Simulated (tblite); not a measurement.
A geometry optimisation, step by step.

Compound: C3H6N2SeSi.
Bonds: Se1–Si2, Si2–N3, N3–C4 (aromatic), C4–C5 (aromatic), C5–N6 (aromatic), N6–C7 (aromatic), N3–C7 (aromatic). Hydrogens: H8 on Se1; H9, H10 on Si2; H11 on C4; H12 on C5; H13 on C7.

Computed with GFN2-xTB (tblite), gas phase: L-BFGS steps from a force-field or distance-geometry start until the largest atomic force falls under 0.01 eV/Å. 11 of its 154 geometries are shown.

Step 0: E = -551.4787 eV, largest atomic force 2.974 eV/Å
```
atom  x, y, z in Å  |  force x, y, z in eV/Å
Se1     2.806    0.587    1.111    0.222   0.784   0.088
Si2     1.499   -0.808   -0.142    0.011   0.221  -0.346
N3     -0.166   -0.197   -0.204    1.372  -0.251  -0.692
C4     -1.075   -0.381    0.771   -1.980   0.028   1.223
C5     -2.255    0.230    0.375    0.711  -0.151  -0.257
N6     -2.057    0.792   -0.864    1.955  -0.639   0.045
C7     -0.772    0.521   -1.192   -2.762   0.378   1.036
H8      2.811    2.027    0.590   -0.268  -1.147   0.103
H9      1.590   -2.138    0.491   -0.157   0.453  -0.031
H10     2.086   -0.820   -1.492   -0.330   0.037   0.154
H11    -0.939   -0.920    1.717    0.342   0.336  -0.829
H12    -3.203    0.266    0.934    0.799   0.093  -0.697
H13    -0.328    0.843   -2.113    0.085  -0.143   0.202
```

Step 15: E = -551.8740 eV, largest atomic force 0.063 eV/Å
```
atom  x, y, z in Å  |  force x, y, z in eV/Å
Se1     2.835    0.570    1.193   -0.007   0.005  -0.023
Si2     1.525   -0.739   -0.142    0.029  -0.007   0.016
N3     -0.133   -0.191   -0.187   -0.004  -0.043   0.010
C4     -1.078   -0.380    0.796   -0.002  -0.004   0.009
C5     -2.219    0.216    0.367   -0.004   0.006   0.024
N6     -2.015    0.771   -0.864    0.009   0.004   0.026
C7     -0.783    0.515   -1.161    0.017  -0.013  -0.009
H8      2.661    1.813    0.497   -0.032  -0.004  -0.015
H9      1.543   -2.024    0.540   -0.005  -0.023  -0.058
H10     1.974   -0.713   -1.529   -0.005   0.009   0.050
H11    -0.849   -0.931    1.685   -0.001   0.048   0.021
H12    -3.169    0.291    0.858   -0.009  -0.011  -0.032
H13    -0.297    0.802   -2.071    0.015   0.033  -0.018
```

Step 31: E = -551.8801 eV, largest atomic force 0.029 eV/Å
```
atom  x, y, z in Å  |  force x, y, z in eV/Å
Se1     2.827    0.575    1.185    0.005  -0.007   0.009
Si2     1.528   -0.752   -0.136    0.027  -0.008  -0.007
N3     -0.125   -0.191   -0.167   -0.005  -0.011   0.006
C4     -1.076   -0.370    0.812   -0.006   0.001   0.005
C5     -2.216    0.220    0.367   -0.003   0.009   0.007
N6     -2.000    0.766   -0.866   -0.009   0.006   0.004
C7     -0.765    0.510   -1.151   -0.004   0.000  -0.009
H8      2.589    1.795    0.468   -0.012   0.015   0.009
H9      1.547   -2.067    0.485    0.003  -0.001   0.000
H10     1.981   -0.687   -1.518   -0.011  -0.003  -0.008
H11    -0.849   -0.893    1.717   -0.005   0.005   0.001
H12    -3.175    0.291    0.839    0.018  -0.002  -0.005
H13    -0.270    0.803   -2.054    0.003  -0.003  -0.011
```

Step 46: E = -551.8827 eV, largest atomic force 0.058 eV/Å
```
atom  x, y, z in Å  |  force x, y, z in eV/Å
Se1     2.828    0.565    1.165    0.031   0.018   0.017
Si2     1.537   -0.767   -0.155   -0.057   0.008  -0.010
N3     -0.119   -0.209   -0.165    0.013   0.010  -0.024
C4     -1.067   -0.357    0.821    0.023   0.017  -0.019
C5     -2.199    0.245    0.372    0.011  -0.007  -0.002
N6     -1.982    0.770   -0.870    0.035  -0.014  -0.001
C7     -0.753    0.488   -1.158    0.010  -0.022   0.009
H8      2.469    1.818    0.560   -0.019  -0.016   0.006
H9      1.587   -2.087    0.450   -0.011  -0.007   0.010
H10     1.946   -0.691   -1.551    0.033   0.000  -0.010
H11    -0.843   -0.867    1.736   -0.008   0.005  -0.020
H12    -3.155    0.337    0.845   -0.028   0.008   0.029
H13    -0.254    0.755   -2.068   -0.033   0.001   0.017
```

Step 61: E = -551.8884 eV, largest atomic force 0.063 eV/Å
```
atom  x, y, z in Å  |  force x, y, z in eV/Å
Se1     2.849    0.567    1.104   -0.037  -0.020  -0.002
Si2     1.552   -0.789   -0.196    0.060   0.011   0.015
N3     -0.101   -0.229   -0.194    0.003  -0.005   0.004
C4     -1.022   -0.319    0.824   -0.013   0.012   0.015
C5     -2.152    0.296    0.391   -0.008   0.030  -0.020
N6     -1.960    0.769   -0.875   -0.008  -0.002  -0.043
C7     -0.750    0.445   -1.191   -0.012   0.004   0.002
H8      2.166    1.790    0.791   -0.004   0.011   0.006
H9      1.603   -2.111    0.406   -0.013  -0.021   0.006
H10     1.968   -0.708   -1.589   -0.003  -0.015  -0.018
H11    -0.794   -0.808    1.748    0.053  -0.016   0.029
H12    -3.088    0.437    0.891   -0.007  -0.013   0.012
H13    -0.276    0.660   -2.127   -0.011   0.023  -0.006
```

Step 76: E = -551.8925 eV, largest atomic force 0.016 eV/Å
```
atom  x, y, z in Å  |  force x, y, z in eV/Å
Se1     2.815    0.592    1.074   -0.001  -0.005  -0.002
Si2     1.568   -0.803   -0.230    0.006  -0.013  -0.006
N3     -0.080   -0.227   -0.228    0.002   0.001   0.013
C4     -0.967   -0.275    0.823   -0.002  -0.002   0.005
C5     -2.108    0.330    0.403    0.004   0.009   0.003
N6     -1.954    0.758   -0.884   -0.007   0.003   0.008
C7     -0.755    0.417   -1.226   -0.006  -0.006   0.005
H8      1.931    1.721    0.991    0.005  -0.005   0.005
H9      1.591   -2.127    0.377    0.004   0.009  -0.003
H10     1.989   -0.752   -1.624    0.002   0.007   0.005
H11    -0.703   -0.734    1.754    0.004   0.012  -0.008
H12    -3.024    0.493    0.933   -0.010  -0.007  -0.011
H13    -0.309    0.608   -2.181   -0.001  -0.002  -0.013
```

Step 92: E = -551.8946 eV, largest atomic force 0.064 eV/Å
```
atom  x, y, z in Å  |  force x, y, z in eV/Å
Se1     2.839    0.577    1.061   -0.033   0.030   0.016
Si2     1.577   -0.790   -0.255   -0.030   0.024   0.001
N3     -0.070   -0.208   -0.230   -0.033  -0.026  -0.048
C4     -0.942   -0.214    0.834    0.018   0.052  -0.003
C5     -2.098    0.353    0.401   -0.013  -0.041   0.000
N6     -1.972    0.707   -0.912    0.012  -0.022   0.015
C7     -0.774    0.362   -1.254    0.026   0.039   0.002
H8      1.863    1.627    1.187    0.032  -0.031  -0.003
H9      1.606   -2.131    0.312   -0.008  -0.015   0.007
H10     1.983   -0.701   -1.650    0.018   0.000  -0.017
H11    -0.653   -0.612    1.786   -0.003   0.005  -0.001
H12    -3.014    0.524    0.930    0.021   0.003   0.002
H13    -0.348    0.508   -2.227   -0.006  -0.017   0.028
```

Step 107: E = -551.8977 eV, largest atomic force 0.029 eV/Å
```
atom  x, y, z in Å  |  force x, y, z in eV/Å
Se1     2.855    0.558    1.068   -0.024   0.008   0.014
Si2     1.585   -0.756   -0.292    0.000   0.000  -0.002
N3     -0.056   -0.160   -0.256   -0.007  -0.002  -0.008
C4     -0.890   -0.104    0.837   -0.004  -0.002  -0.006
C5     -2.086    0.365    0.396    0.003   0.003  -0.001
N6     -2.018    0.608   -0.946    0.007  -0.002   0.012
C7     -0.816    0.289   -1.299   -0.002  -0.008   0.006
H8      1.799    1.446    1.473    0.014  -0.011  -0.010
H9      1.579   -2.121    0.224    0.006  -0.001  -0.003
H10     2.015   -0.628   -1.677    0.006   0.008   0.001
H11    -0.554   -0.404    1.809   -0.003   0.002  -0.008
H12    -2.990    0.544    0.941    0.006   0.009   0.004
H13    -0.426    0.362   -2.294   -0.003  -0.005   0.002
```

Step 122: E = -551.9003 eV, largest atomic force 0.018 eV/Å
```
atom  x, y, z in Å  |  force x, y, z in eV/Å
Se1     2.803    0.533    1.134    0.011  -0.012   0.008
Si2     1.595   -0.741   -0.317    0.008  -0.012  -0.004
N3     -0.057   -0.180   -0.273   -0.001   0.002  -0.005
C4     -0.862   -0.052    0.836    0.004   0.010   0.002
C5     -2.064    0.407    0.401    0.004   0.001  -0.009
N6     -2.030    0.568   -0.954   -0.004  -0.001   0.005
C7     -0.841    0.215   -1.320   -0.003   0.002   0.012
H8      1.710    1.349    1.583   -0.007   0.014  -0.001
H9      1.623   -2.132    0.126   -0.003   0.011  -0.011
H10     2.051   -0.523   -1.683   -0.009  -0.002   0.016
H11    -0.506   -0.302    1.816    0.000  -0.001  -0.013
H12    -2.948    0.636    0.961    0.006  -0.009  -0.008
H13    -0.478    0.225   -2.328   -0.007  -0.004   0.009
```

Step 138: E = -551.9035 eV, largest atomic force 0.133 eV/Å
```
atom  x, y, z in Å  |  force x, y, z in eV/Å
Se1     2.769    0.376    1.302   -0.124   0.041  -0.027
Si2     1.599   -0.713   -0.326    0.018  -0.001  -0.001
N3     -0.059   -0.166   -0.267    0.013   0.017   0.000
C4     -0.853    0.002    0.845    0.006   0.011  -0.016
C5     -2.072    0.403    0.402    0.010   0.012  -0.013
N6     -2.061    0.488   -0.961    0.007  -0.008   0.000
C7     -0.869    0.146   -1.324    0.011  -0.003   0.004
H8      1.775    1.391    1.556    0.081  -0.063  -0.014
H9      1.637   -2.143   -0.042    0.007  -0.001   0.016
H10     2.079   -0.355   -1.656   -0.007   0.012   0.026
H11    -0.474   -0.179    1.831   -0.013  -0.003  -0.010
H12    -2.957    0.643    0.957    0.006  -0.014   0.015
H13    -0.519    0.107   -2.335   -0.013   0.001   0.019
```

Step 153: E = -551.9060 eV, largest atomic force 0.009 eV/Å
```
atom  x, y, z in Å  |  force x, y, z in eV/Å
Se1     2.717    0.241    1.415    0.000   0.006   0.007
Si2     1.592   -0.691   -0.329    0.002  -0.001  -0.001
N3     -0.068   -0.152   -0.268    0.000  -0.001  -0.002
C4     -0.856    0.038    0.845    0.000   0.004  -0.008
C5     -2.088    0.393    0.400    0.003   0.004  -0.003
N6     -2.092    0.426   -0.965   -0.001   0.000   0.005
C7     -0.895    0.100   -1.327    0.000  -0.004   0.006
H8      1.919    1.433    1.511    0.003  -0.003  -0.002
H9      1.653   -2.135   -0.143   -0.002   0.001  -0.004
H10     2.101   -0.214   -1.609    0.004  -0.003  -0.006
H11    -0.464   -0.097    1.833   -0.006  -0.002   0.006
H12    -2.971    0.629    0.958   -0.002  -0.003   0.000
H13    -0.554    0.029   -2.340   -0.001   0.001   0.003
```

Task: Summarise the path.

Result: The energy falls by 0.4273 eV from step 0 to step 153; nine tenths of that is first reached at step 11. It rises by more than 0.2 meV at steps 94, 97, 100 and 136. The largest force goes from 2.974 to 0.009 eV/Å. Among the bonds Se1–H8 changes most, from 1.531 to 1.437 Å; the atoms move by 0.655 Å rms after alignment.

Task: Follow the three bonds and two angles with the largest change from start to end.

Result: 
| step | E above end (eV) | largest force (eV/Å) | Se1–H8 (Å) | N6–C7 (Å) | N3–C4 (Å) | Si2–Se1–H8 (°) | C5–C4–H11 (°) |
| --- | --- | --- | --- | --- | --- | --- | --- |
| 0 | 0.4273 | 2.974 | 1.531 | 1.354 | 1.346 | 112.9 | 124.6 |
| 7 | 0.0608 | 0.367 | 1.447 | 1.290 | 1.379 | 101.7 | 132.0 |
| 13 | 0.0348 | 0.162 | 1.427 | 1.294 | 1.377 | 98.5 | 132.0 |
| 20 | 0.0289 | 0.060 | 1.435 | 1.293 | 1.376 | 97.7 | 131.7 |
| 27 | 0.0264 | 0.054 | 1.438 | 1.293 | 1.377 | 96.6 | 132.0 |
| 33 | 0.0258 | 0.020 | 1.437 | 1.293 | 1.377 | 96.4 | 131.9 |
| 40 | 0.0250 | 0.045 | 1.435 | 1.293 | 1.376 | 96.3 | 131.4 |
| 47 | 0.0230 | 0.050 | 1.437 | 1.293 | 1.376 | 97.2 | 132.0 |
| 53 | 0.0210 | 0.085 | 1.441 | 1.292 | 1.376 | 96.6 | 131.9 |
| 60 | 0.0183 | 0.062 | 1.437 | 1.293 | 1.376 | 96.4 | 131.2 |
| 67 | 0.0149 | 0.053 | 1.437 | 1.293 | 1.376 | 96.5 | 131.9 |
| 73 | 0.0138 | 0.019 | 1.437 | 1.293 | 1.376 | 96.5 | 131.9 |
| 80 | 0.0134 | 0.016 | 1.437 | 1.293 | 1.376 | 96.2 | 131.9 |
| 86 | 0.0131 | 0.021 | 1.437 | 1.293 | 1.376 | 96.3 | 131.9 |
| 93 | 0.0108 | 0.061 | 1.434 | 1.293 | 1.376 | 96.5 | 131.8 |
| 100 | 0.0109 | 0.220 | 1.451 | 1.293 | 1.377 | 96.6 | 132.0 |
| 106 | 0.0084 | 0.047 | 1.439 | 1.293 | 1.376 | 96.6 | 131.9 |
| 113 | 0.0077 | 0.024 | 1.435 | 1.293 | 1.376 | 96.8 | 131.7 |
| 120 | 0.0058 | 0.021 | 1.436 | 1.293 | 1.376 | 96.6 | 131.6 |
| 126 | 0.0055 | 0.019 | 1.436 | 1.293 | 1.376 | 96.5 | 131.7 |
| 133 | 0.0046 | 0.100 | 1.439 | 1.292 | 1.376 | 96.4 | 131.7 |
| 140 | 0.0017 | 0.032 | 1.437 | 1.293 | 1.377 | 96.6 | 131.9 |
| 146 | 0.0003 | 0.039 | 1.437 | 1.293 | 1.377 | 96.5 | 131.5 |
| 153 | 0.0000 | 0.009 | 1.437 | 1.293 | 1.377 | 96.7 | 131.8 |

What follows is the cost of the whole relaxation. Hardware: one thread, Arm Neoverse V1 (aarch64), shared host. Cost: 1.0 s.
